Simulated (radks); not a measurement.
Fractional charge and spin in the 4s shell of germanium: the spin-up occupation runs from 0 to 1 and the spin-down occupation from 0 to 1; the fullest corner is Ge+, [Ar] 3d10 4p(up 0.5, down 0.5) 4s(up 1, down 1). All-electron calculation, non-relativistic Kohn-Sham, TPSS, spin-polarised, spherical densities, point nucleus; meta-GGA in the generalised Kohn-Sham scheme. Program: a radial shooting solver on a logarithmic mesh with Libxc functionals. Energy (eV) minus the two flat planes that join the four corners (they meet along the diagonal where the two added fractions sum to one electron); zero is where a piecewise linear energy would lie.

\begin{tabular}{lrrr}
down \ up & 0 & 0.5 & 1 \\ \hline
0 & 0.000 & -1.222 & 0.000 \\
0.5 & -1.222 & 0.465 & -1.122 \\
1 & 0.000 & -1.122 & 0.000 \\
\end{tabular}

Corners above the fullest one (they belong to Ge2+ and the next ion): (up 1, down 0) 24.037 eV, (up 0, down 1) 24.037 eV, (up 0, down 0) 59.322 eV. With half an added electron in each spin the energy lies 0.465 eV from the planes, and with half an added electron in spin up alone -1.222 eV. The planes are only a guide here: the flat-plane condition holds for ground states with one frontier orbital, while this shell lies below other occupied shells, so the corners above the fullest one are inner-hole states and not the ground states of those ions.
